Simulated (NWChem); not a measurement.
# MgSiH3F; SMILES [SiH3][Mg][F]

```xyz
6

Mg     0.0000     0.0000     0.7797
F      0.0000     0.0000     2.5245
Si     0.0000     0.0000    -1.7859
H     -1.1873     0.7042    -2.3579
H     -0.0162    -1.3803    -2.3579
H      1.2035     0.6761    -2.3579
```
Atoms are numbered in this order, from 1.

Computed with NWChem. All runs use the structure optimised with B3LYP/6-31G* (spherical d).

Task: Order these runs by computing time, cheapest first, and give rough ratios: PBE/def2-TZVP; PBE/def2-QZVP; PBE/def2-SVP.

Result: PBE/def2-SVP (1), PBE/def2-TZVP (4), PBE/def2-QZVP (20). Ratios are rough, from one shared machine; the cheapest took roughly 2.8 core-seconds. What differs between the cheapest and the dearest: highest occupied level (eV) -6.53 → -6.50; orbital gap (eV) 4.71 → 4.56; dipole (D) 1.23 → 1.29.
